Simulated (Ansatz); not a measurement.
CH$_{6}$ClGaSi, SMILES `[SiH3][CH2][GaH][Cl]`, relaxed with RKS PBE0-D4/def2-TZVP in the Gaussian-basis code of Ansatz from a GFN2-xTB geometry. The force threshold is 0.005 eV/Å; the program also tests the step.

The species carries charge 0 and has multiplicity 1.

Start:

```xyz
10

Si   -0.715    0.961   -0.882
C    -0.172    0.280    0.814
Ga    1.087   -1.291    0.552
Cl    0.493   -3.042   -0.414
H    -1.359   -0.102   -1.663
H    -1.653    2.069   -0.669
H     0.477    1.452   -1.594
H     0.316    1.056    1.408
H    -1.053   -0.060    1.366
H     2.580   -1.324    1.083
```

```json
{"step": "1", "energy (eV)": "-73900.0204", "largest force (eV/Å)": "1.397", "largest move (Å)": "0.000"}
{"step": "2", "energy (eV)": "-73900.1381", "largest force (eV/Å)": "0.371", "largest move (Å)": "0.086"}
{"step": "3", "energy (eV)": "-73900.1565", "largest force (eV/Å)": "0.059", "largest move (Å)": "0.041"}
{"step": "4", "energy (eV)": "-73900.1587", "largest force (eV/Å)": "0.041", "largest move (Å)": "0.025"}
{"step": "5", "energy (eV)": "-73900.1599", "largest force (eV/Å)": "0.042", "largest move (Å)": "0.053"}
{"step": "6", "energy (eV)": "-73900.1607", "largest force (eV/Å)": "0.046", "largest move (Å)": "0.054"}
{"step": "7", "energy (eV)": "-73900.1616", "largest force (eV/Å)": "0.052", "largest move (Å)": "0.067"}
{"step": "8", "energy (eV)": "-73900.1624", "largest force (eV/Å)": "0.080", "largest move (Å)": "0.079"}
{"step": "9", "energy (eV)": "-73900.1628", "largest force (eV/Å)": "0.078", "largest move (Å)": "0.045"}
{"step": "10", "energy (eV)": "-73900.1633", "largest force (eV/Å)": "0.045", "largest move (Å)": "0.043"}
{"step": "11", "energy (eV)": "-73900.1636", "largest force (eV/Å)": "0.022", "largest move (Å)": "0.011"}
{"step": "12", "energy (eV)": "-73900.1638", "largest force (eV/Å)": "0.016", "largest move (Å)": "0.029"}
{"step": "13", "energy (eV)": "-73900.1639", "largest force (eV/Å)": "0.013", "largest move (Å)": "0.041"}
{"step": "14", "energy (eV)": "-73900.1640", "largest force (eV/Å)": "0.019", "largest move (Å)": "0.064"}
{"step": "15", "energy (eV)": "-73900.1640", "largest force (eV/Å)": "0.008", "largest move (Å)": "0.010"}
{"step": "16", "energy (eV)": "-73900.1640", "largest force (eV/Å)": "0.004", "largest move (Å)": "0.006"}
{"step": "17", "energy (eV)": "-73900.1640", "largest force (eV/Å)": "0.004", "largest move (Å)": "0.006"}
```

End:

```xyz
10

Si   -0.663    1.001   -0.851
C    -0.200    0.189    0.771
Ga    1.125   -1.230    0.574
Cl    0.319   -3.155    0.034
H    -1.257    0.001   -1.775
H    -1.639    2.105   -0.646
H     0.551    1.568   -1.500
H     0.190    0.951    1.453
H    -1.100   -0.249    1.212
H     2.674   -1.180    0.728
```

Hardware: 4 threads of a server CPU on a shared host. Wall time 95 s, peak host memory 0.6 GiB.
